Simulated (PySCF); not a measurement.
## Running PySCF for Br2

File input.py (PySCF 2.14):

```python
from pyscf import gto, dft
from pyscf.geomopt.geometric_solver import optimize

mol = gto.M(
    atom='Br 0 0 0; Br 0 0 2.007',
    basis='lanl2dz',
    ecp={'Br': 'lanl2dz'},
    charge=0,
    spin=0,
    verbose=4,
)
mf = dft.RKS(mol, xc='r2scan')
mf.kernel()
g = mf.nuc_grad_method()
g.grid_response = True
mol_eq = optimize(g.as_scanner(), maxsteps=30)
print('optimised geometry (angstrom)')
print(mol_eq.tostring('raw'))
print('orbital energies (hartree):', mf.mo_energy[..., max(0, mol.nelec[1]-3):mol.nelec[0]+3].round(4))
```

```bash
$ OMP_NUM_THREADS=1 python input.py
```

The log (some set-up lines removed):

```
PySCF version 2.14.0

[INPUT] Symbol           X                Y                Z      unit          X                Y                Z       unit  Magmom
[INPUT]  1 Br     0.000000000000   0.000000000000   0.000000000000 AA    0.000000000000   0.000000000000   0.000000000000 Bohr   0.0
[INPUT]  2 Br     0.000000000000   0.000000000000   2.007000000000 AA    0.000000000000   0.000000000000   3.792680332002 Bohr   0.0

nuclear repulsion = 12.9196229870852
number of shells = 8
number of NR pGTOs = 24
number of NR cGTOs = 16
basis = lanl2dz
ecp = {'Br': 'lanl2dz'}

******** <class 'pyscf.dft.rks.RKS'> ********
method = RKS
initial guess = minao
damping factor = 0
level_shift factor = 0
DIIS = <class 'pyscf.scf.diis.CDIIS'>
SCF conv_tol = 1e-09
SCF max_cycles = 50
XC functionals = r2scan

grids dens level: 3
Initial guess from minao.
tot grids = 40848
init E= -4.90046984218526
  HOMO = 0.0848091429731816  LUMO = 0.272465251654412  gap/eV = 5.10638
cycle= 1 E= -25.9153963821857  delta_E=  -21  |g|= 0.877  |ddm|= 5.55
  HOMO = -0.408326142227549  LUMO = -0.258917198243642  gap/eV = 4.06562
cycle= 2 E= -26.1509022582975  delta_E= -0.236  |g|= 0.394  |ddm|= 2.36
  HOMO = -0.245575167185945  LUMO = -0.092067001666606  gap/eV = 4.17717
cycle= 3 E= -26.2210749401906  delta_E= -0.0702  |g|= 0.0122  |ddm|= 0.791
  HOMO = -0.245845499622383  LUMO = -0.0924494724504709  gap/eV = 4.17412
cycle= 4 E= -26.2211497576429  delta_E= -7.48e-05  |g|= 0.00168  |ddm|= 0.0253
  HOMO = -0.24623782509444  LUMO = -0.0928848704767042  gap/eV = 4.17295
cycle= 5 E= -26.2211513386032  delta_E= -1.58e-06  |g|= 4.5e-05  |ddm|= 0.00346
  HOMO = -0.246241209785498  LUMO = -0.0928836701340847  gap/eV = 4.17307
cycle= 6 E= -26.2211513395285  delta_E= -9.25e-10  |g|= 3.32e-07  |ddm|= 9.67e-05
  HOMO = -0.246241158914616  LUMO = -0.0928836610539228  gap/eV = 4.17307
Extra cycle  E= -26.2211513395285  delta_E= -6.39e-14  |g|= 1.52e-07  |ddm|= 1.01e-06
converged SCF energy = -26.2211513395285
Create scanner for <class 'pyscf.grad.rks.Gradients'>
Create scanner for <class 'pyscf.dft.rks.RKS'>
input.py

Current date and time:

#|     Arguments passed to driver run_optimizer():      |#
customengine              <pyscf.geomopt.geometric_solver.PySCFEngine object>
logIni                    <dir>
maxiter                   30
----------------------------------------------------------
Custom engine selected.
Bonds will be generated from interatomic distances less than 1.20 times sum of covalent radii
6 internal coordinates being used (instead of 6 Cartesians)
Internal coordinate system (atoms numbered from 1):
Distance 1-2
Translation-X 1-2
Translation-Y 1-2
Translation-Z 1-2
Rotation-A 1-2
Rotation-B 1-2
Rotation-C 1-2
<class 'geometric.internal.Distance'> : 1
<class 'geometric.internal.TranslationX'> : 1
<class 'geometric.internal.TranslationY'> : 1
<class 'geometric.internal.TranslationZ'> : 1
<class 'geometric.internal.RotationA'> : 1
<class 'geometric.internal.RotationB'> : 1
<class 'geometric.internal.RotationC'> : 1
> ===== Optimization Info: ====
> Job type: Energy minimization
> Maximum number of optimization cycles: 30
> Initial / maximum trust radius (Angstrom): 0.100 / 0.300
> Convergence Criteria:
> Will converge when all 5 criteria are reached:
>  |Delta-E| < 1.00e-06
>  RMS-Grad  < 3.00e-04
>  Max-Grad  < 4.50e-04
>  RMS-Disp  < 1.20e-03
>  Max-Disp  < 1.80e-03
> === End Optimization Info ===

Geometry optimization cycle 1
Cartesian coordinates (Angstrom)
 Atom        New coordinates             dX        dY        dZ
  Br   0.000000   0.000000   0.000000    0.000000  0.000000  0.000000
  Br   0.000000   0.000000   2.007000    0.000000  0.000000  0.000000

WARN: Mole.unit (angstrom) is changed to Bohr

New geometry
   1 Br     0.000000000000   0.000000000000   0.000000000000 AA    0.000000000000   0.000000000000   0.000000000000 Bohr
   2 Br     0.000000000000   0.000000000000   2.007000000000 AA    0.000000000000   0.000000000000   3.792680332002 Bohr

******** <class 'pyscf.scf.hf.RKS_Scanner'> ********
method = RKS_Scanner
initial guess = minao
damping factor = 0
level_shift factor = 0
DIIS = <class 'pyscf.scf.diis.CDIIS'>
SCF conv_tol = 1e-09
SCF max_cycles = 50
XC functionals = r2scan

grids dens level: 3
tot grids = 40848
init E= -26.2211513395285
  HOMO = -0.246241227859517  LUMO = -0.0928837298740725  gap/eV = 4.17307
cycle= 1 E= -26.2211513395285  delta_E=    0  |g|= 7.54e-08  |ddm|= 4.51e-07
  HOMO = -0.246241191034766  LUMO = -0.0928836918857678  gap/eV = 4.17307
Extra cycle  E= -26.2211513395285  delta_E= 7.11e-15  |g|= 3.75e-08  |ddm|= 2.23e-07
converged SCF energy = -26.2211513395285

******** <class 'pyscf.grad.rhf.Gradients_Scanner'> for <class 'pyscf.scf.hf.RKS_Scanner'> ********
unit = Eh/Bohr
grid_response = True
--------------- RKS_Scanner gradients ---------------
         x                y                z
0 Br     0.0000000000    -0.0000000000     0.2856187289
1 Br    -0.0000000000     0.0000000000    -0.2856187289
----------------------------------------------
cycle 1: E = -26.2211513395  dE = -26.2212  norm(grad) = 0.403926
Step    0 : Gradient = 2.856e-01/2.856e-01 (rms/max) Energy = -26.2211513395
Hessian Eigenvalues: 5.00000e-02 5.00000e-02 5.00000e-02 ... 5.00000e-02 5.00000e-02 3.38005e-01

Geometry optimization cycle 2
Cartesian coordinates (Angstrom)
 Atom        New coordinates             dX        dY        dZ
  Br  -0.000000   0.000000  -0.100000   -0.000000  0.000000 -0.100000
  Br   0.000000  -0.000000   2.107000    0.000000 -0.000000  0.100000
New geometry
   1 Br    -0.000000000000   0.000000000000  -0.100000000003 AA   -0.000000000000   0.000000000000  -0.188972612463 Bohr
   2 Br     0.000000000000  -0.000000000000   2.107000000003 AA    0.000000000000  -0.000000000000   3.981652944465 Bohr

******** <class 'pyscf.scf.hf.RKS_Scanner'> ********
method = RKS_Scanner
initial guess = minao
damping factor = 0
level_shift factor = 0
DIIS = <class 'pyscf.scf.diis.CDIIS'>
SCF conv_tol = 1e-09
SCF max_cycles = 50
XC functionals = r2scan

grids dens level: 3
tot grids = 40848
init E= -26.2755004058533
  HOMO = -0.222747261637281  LUMO = -0.117691688105235  gap/eV = 2.85871
cycle= 1 E= -26.2907677995856  delta_E= -0.0153  |g|= 0.0527  |ddm|= 0.269
  HOMO = -0.266009944625434  LUMO = -0.159158525903159  gap/eV = 2.90758
cycle= 2 E= -26.2920692717643  delta_E= -0.0013  |g|= 0.0144  |ddm|= 0.119
  HOMO = -0.260642022695451  LUMO = -0.153552053904137  gap/eV = 2.91407
cycle= 3 E= -26.2921740844087  delta_E= -0.000105  |g|= 0.000253  |ddm|= 0.0256
  HOMO = -0.2607515822041  LUMO = -0.15368656281568  gap/eV = 2.91339
cycle= 4 E= -26.2921741106498  delta_E= -2.62e-08  |g|= 8.63e-05  |ddm|= 0.000617
  HOMO = -0.26072418226069  LUMO = -0.153659475531847  gap/eV = 2.91338
cycle= 5 E= -26.2921741143551  delta_E= -3.71e-09  |g|= 7.35e-07  |ddm|= 0.000158
  HOMO = -0.260724239767971  LUMO = -0.153659521080009  gap/eV = 2.91338
cycle= 6 E= -26.2921741143554  delta_E= -2.98e-13  |g|= 2.11e-09  |ddm|= 1.31e-06
  HOMO = -0.260724239637565  LUMO = -0.15365952166579  gap/eV = 2.91338
Extra cycle  E= -26.2921741143554  delta_E= -1.42e-14  |g|= 2.96e-10  |ddm|= 4.81e-09
converged SCF energy = -26.2921741143554

******** <class 'pyscf.grad.rhf.Gradients_Scanner'> for <class 'pyscf.scf.hf.RKS_Scanner'> ********
unit = Eh/Bohr
grid_response = True
--------------- RKS_Scanner gradients ---------------
         x                y                z
0 Br     0.0000000000     0.0000000000     0.1103141429
1 Br    -0.0000000000    -0.0000000000    -0.1103141429
----------------------------------------------
cycle 2: E = -26.2921741144  dE = -0.0710228  norm(grad) = 0.156008
Step    1 : Displace = 1.000e-01/1.000e-01 (rms/max) Trust = 1.000e-01 (=) Grad = 1.103e-01/1.103e-01 (rms/max) E (change) = -26.2921741144 (-7.102e-02) Quality = 0.847
Hessian Eigenvalues: 5.00000e-02 5.00000e-02 5.00000e-02 ... 5.00000e-02 5.00000e-02 4.63836e-01

Geometry optimization cycle 3
Cartesian coordinates (Angstrom)
 Atom        New coordinates             dX        dY        dZ
  Br   0.000000  -0.000000  -0.162927    0.000000 -0.000000 -0.062927
  Br  -0.000000   0.000000   2.169927   -0.000000  0.000000  0.062927
New geometry
   1 Br     0.000000000000  -0.000000000000  -0.162927128966 AA    0.000000000000  -0.000000000000  -0.307887652007 Bohr
   2 Br    -0.000000000000   0.000000000000   2.169927128966 AA   -0.000000000000   0.000000000000   4.100567984009 Bohr

******** <class 'pyscf.scf.hf.RKS_Scanner'> ********
method = RKS_Scanner
initial guess = minao
damping factor = 0
level_shift factor = 0
DIIS = <class 'pyscf.scf.diis.CDIIS'>
SCF conv_tol = 1e-09
SCF max_cycles = 50
XC functionals = r2scan

grids dens level: 3
tot grids = 40848
init E= -26.2994748607305
  HOMO = -0.256483870606704  LUMO = -0.173980958627665  gap/eV = 2.24502
cycle= 1 E= -26.3101573856378  delta_E= -0.0107  |g|= 0.0254  |ddm|= 0.13
[part of the log left out]
         x                y                z
0 Br     0.0000000000    -0.0000000000     0.0038326869
1 Br    -0.0000000000     0.0000000000    -0.0038326869
----------------------------------------------
cycle 5: E = -26.3172633636  dE = -0.000896469  norm(grad) = 0.00542024
Step    4 : Displace = 2.435e-02/2.435e-02 (rms/max) Trust = 2.828e-01 (+) Grad = 3.833e-03/3.833e-03 (rms/max) E (change) = -26.3172633636 (-8.965e-04) Quality = 1.216
Hessian Eigenvalues: 5.00000e-02 5.00000e-02 5.00000e-02 ... 5.00000e-02 5.00000e-02 1.32407e-01

Geometry optimization cycle 6
Cartesian coordinates (Angstrom)
 Atom        New coordinates             dX        dY        dZ
  Br  -0.000000   0.000000  -0.244335   -0.000000  0.000000 -0.007659
  Br   0.000000  -0.000000   2.251335    0.000000 -0.000000  0.007659
New geometry
   1 Br    -0.000000000000   0.000000000000  -0.244335097352 AA   -0.000000000000   0.000000000000  -0.461726416613 Bohr
   2 Br     0.000000000000  -0.000000000000   2.251335097352 AA    0.000000000000  -0.000000000000   4.254406748615 Bohr

******** <class 'pyscf.scf.hf.RKS_Scanner'> ********
method = RKS_Scanner
initial guess = minao
damping factor = 0
level_shift factor = 0
DIIS = <class 'pyscf.scf.diis.CDIIS'>
SCF conv_tol = 1e-09
SCF max_cycles = 50
XC functionals = r2scan

grids dens level: 3
tot grids = 40848
init E= -26.3155702015603
  HOMO = -0.274911462691622  LUMO = -0.215611203989258  gap/eV = 1.61364
cycle= 1 E= -26.3173209063576  delta_E= -0.00175  |g|= 0.00248  |ddm|= 0.0111
  HOMO = -0.274806478396931  LUMO = -0.215338702998981  gap/eV = 1.61820
cycle= 2 E= -26.3173241973153  delta_E= -3.29e-06  |g|= 0.000959  |ddm|= 0.00543
  HOMO = -0.274897400104307  LUMO = -0.215438093751654  gap/eV = 1.61797
cycle= 3 E= -26.3173247789878  delta_E= -5.82e-07  |g|= 5.33e-05  |ddm|= 0.00157
  HOMO = -0.274872491200992  LUMO = -0.215412457686799  gap/eV = 1.61799
cycle= 4 E= -26.3173247802205  delta_E= -1.23e-09  |g|= 2.53e-06  |ddm|= 9.62e-05
  HOMO = -0.274873485203185  LUMO = -0.215413682110176  gap/eV = 1.61798
cycle= 5 E= -26.3173247802234  delta_E= -2.91e-12  |g|= 2.18e-07  |ddm|= 4.81e-06
  HOMO = -0.274873486084189  LUMO = -0.215413682062956  gap/eV = 1.61798
Extra cycle  E= -26.3173247802233  delta_E= 1.21e-13  |g|= 5.17e-07  |ddm|= 9.5e-07
converged SCF energy = -26.3173247802233

******** <class 'pyscf.grad.rhf.Gradients_Scanner'> for <class 'pyscf.scf.hf.RKS_Scanner'> ********
unit = Eh/Bohr
grid_response = True
--------------- RKS_Scanner gradients ---------------
         x                y                z
0 Br    -0.0000000000     0.0000000000     0.0004444921
1 Br     0.0000000000    -0.0000000000    -0.0004444921
----------------------------------------------
cycle 6: E = -26.3173247802  dE = -6.14166e-05  norm(grad) = 0.000628607
Step    5 : Displace = 7.659e-03/7.659e-03 (rms/max) Trust = 3.000e-01 (+) Grad = 4.445e-04/4.445e-04 (rms/max) E (change) = -26.3173247802 (-6.142e-05) Quality = 1.107
Hessian Eigenvalues: 5.00000e-02 5.00000e-02 5.00000e-02 ... 5.00000e-02 5.00000e-02 1.17052e-01

Geometry optimization cycle 7
Cartesian coordinates (Angstrom)
 Atom        New coordinates             dX        dY        dZ
  Br  -0.000000   0.000000  -0.245340    0.000000 -0.000000 -0.001005
  Br   0.000000  -0.000000   2.252340   -0.000000  0.000000  0.001005
New geometry
   1 Br    -0.000000000000   0.000000000000  -0.245339847546 AA   -0.000000000000   0.000000000000  -0.463625119304 Bohr
   2 Br     0.000000000000  -0.000000000000   2.252339847546 AA    0.000000000000  -0.000000000000   4.256305451306 Bohr

******** <class 'pyscf.scf.hf.RKS_Scanner'> ********
method = RKS_Scanner
initial guess = minao
damping factor = 0
level_shift factor = 0
DIIS = <class 'pyscf.scf.diis.CDIIS'>
SCF conv_tol = 1e-09
SCF max_cycles = 50
XC functionals = r2scan

grids dens level: 3
tot grids = 40848
init E= -26.3170901059046
  HOMO = -0.274961094780309  LUMO = -0.215784261041154  gap/eV = 1.61028
cycle= 1 E= -26.3173255849882  delta_E= -0.000235  |g|= 0.000323  |ddm|= 0.00144
  HOMO = -0.274939000628856  LUMO = -0.215739978134753  gap/eV = 1.61089
cycle= 2 E= -26.3173256411109  delta_E= -5.61e-08  |g|= 0.000126  |ddm|= 0.000711
  HOMO = -0.274952088650321  LUMO = -0.215754205391504  gap/eV = 1.61086
cycle= 3 E= -26.3173256511795  delta_E= -1.01e-08  |g|= 8.14e-06  |ddm|= 0.000207
  HOMO = -0.274948973188534  LUMO = -0.215750996620222  gap/eV = 1.61086
cycle= 4 E= -26.3173256511872  delta_E= -7.72e-12  |g|= 6.5e-06  |ddm|= 1.85e-05
  HOMO = -0.274949004851582  LUMO = -0.215751053447754  gap/eV = 1.61086
Extra cycle  E= -26.3173256510767  delta_E= 1.1e-10  |g|= 1.56e-05  |ddm|= 2.86e-05
converged SCF energy = -26.3173256510767

******** <class 'pyscf.grad.rhf.Gradients_Scanner'> for <class 'pyscf.scf.hf.RKS_Scanner'> ********
unit = Eh/Bohr
grid_response = True
--------------- RKS_Scanner gradients ---------------
         x                y                z
0 Br    -0.0000000000    -0.0000000000     0.0000147896
1 Br     0.0000000000     0.0000000000    -0.0000147896
----------------------------------------------
cycle 7: E = -26.3173256511  dE = -8.70853e-07  norm(grad) = 2.09156e-05
Step    6 : Displace = 1.005e-03/1.005e-03 (rms/max) Trust = 3.000e-01 (=) Grad = 1.479e-05/1.479e-05 (rms/max) E (change) = -26.3173256511 (-8.709e-07) Quality = 1.032
Hessian Eigenvalues: 5.00000e-02 5.00000e-02 5.00000e-02 ... 5.00000e-02 5.00000e-02 1.17052e-01
Converged! =D

    #| If this code has benefited your research, please support us by citing: |#
    #| Wang, L.-P.; Song, C.C. (2016) "Geometry optimization made simple with |#
    #| translation and rotation coordinates", J. Chem, Phys. 144, 214108.     |#
    #|                                     |#
optimised geometry (angstrom)
Br         -0.00000000        0.00000000       -0.24533985
Br          0.00000000       -0.00000000        2.25233985
orbital energies (hartree): [-0.3821 -0.2462 -0.2462 -0.0929  0.4619  0.4642]
```

In short: E(SCF) = -26.221151 Eh, 6 cycles, all at the start geometry; optimised bond 2.498 Å with E = -26.317326 Eh after 7 steps.

It ran on Intel Xeon 6975P-C (1 thread, shared host) in 3.9 s.

The last line lists the levels of the start geometry. Stability towards an unrestricted solution was not tested.
